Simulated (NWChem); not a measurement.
System meant: CH$_{4}$Se$_{2}$; SMILES [SeH]C[SeH]

The following NWChem deck was run.

```
start job
memory heap 200 mb stack 900 mb global 1100 mb
geometry units angstroms noautoz
  Se     0.092216    -0.061980     1.673620
  C     -0.895066     0.096415     0.000000
  Se     0.092216    -0.061980    -1.673620
  H      0.808913     1.212080     1.513015
  H     -1.598998    -0.747667     0.000000
  H     -1.483886     1.021568     0.000000
  H      0.808913     1.212080    -1.513015
end
basis spherical
  * library def2-svp
end
dft
  xc b3lyp
  iterations 4
  mulliken
end
task dft energy
```

End of the output:

```
    Atom       Charge   Shell Charges
 -----------   ------   -------------------------------------------------------
    1 Se  34    33.88   2.00  2.00  1.96  1.08  0.63  5.99  5.80  2.06  2.26  7.83  2.04  0.25
    2 C    6     6.25   1.97  0.63  0.36  1.83  1.39  0.07
    3 Se  34    33.88   2.00  2.00  1.96  1.08  0.63  5.99  5.80  2.06  2.26  7.83  2.04  0.25
    4 H    1     1.03   0.61  0.35  0.06
    5 H    1     0.96   0.64  0.26  0.07
    6 H    1     0.97   0.64  0.26  0.07
    7 H    1     1.03   0.61  0.35  0.06

 center of mass
 --------------
 x =   0.03979628 y =  -0.04079332 z =   0.00000000

 moments of inertia (a.u.)
 ------------------
        1613.425847990262           0.000000000000           0.000000000000
           0.000000000000        1656.109877726662           0.000000000000
           0.000000000000           0.000000000000          79.038395925010

     Multipole analysis of the density
     ---------------------------------

     L   x y z        total         alpha         beta         nuclear
     -   - - -        -----         -----         ----         -------
     0   0 0 0      0.000000    -39.000000    -39.000000     78.000000

     1   1 0 0     -0.213063     -0.106532     -0.106532     -0.000000
     1   0 1 0      0.380350      0.190175      0.190175      0.000000
     1   0 0 1      0.000000      0.000000      0.000000      0.000000

     2   2 0 0    -32.305043    -36.546059    -36.546059     40.787075
     2   1 1 0      2.212744     -0.393580     -0.393580      2.999904
     2   1 0 1     -0.000000     -0.000000     -0.000000      0.000000
     2   0 2 0    -31.241106    -24.322296    -24.322296     17.403487
     2   0 1 1     -0.000000     -0.000000     -0.000000      0.000000
     2   0 0 2    -35.342948   -365.933618   -365.933618    696.524289

 ------------------------------------------------------------------------
 dft energy failed                                                                                  0
 ------------------------------------------------------------------------
 ------------------------------------------------------------------------
  current input line :
    20: task dft energy
 ------------------------------------------------------------------------
 ------------------------------------------------------------------------
 This type of error is most commonly associated with calculations not reaching convergence criteria
 ------------------------------------------------------------------------
 For more information see the NWChem manual at https://nwchemgit.github.io

0:dft energy failed:Received an Error in Communication
```

Problem. Can this run be used? If not, why, and what is the fix?

Solution. Convergence was not reached. Cause: the SCF was allowed too few iterations. This input runs:
```
start job
memory heap 200 mb stack 900 mb global 1100 mb
geometry units angstroms noautoz
  Se     0.092216    -0.061980     1.673620
  C     -0.895066     0.096415     0.000000
  Se     0.092216    -0.061980    -1.673620
  H      0.808913     1.212080     1.513015
  H     -1.598998    -0.747667     0.000000
  H     -1.483886     1.021568     0.000000
  H      0.808913     1.212080    -1.513015
end
basis spherical
  * library def2-svp
end
dft
  xc b3lyp
  iterations 150
  mulliken
end
task dft energy
```
It converges to -4843.05729 Ha (B3LYP/def2-SVP).
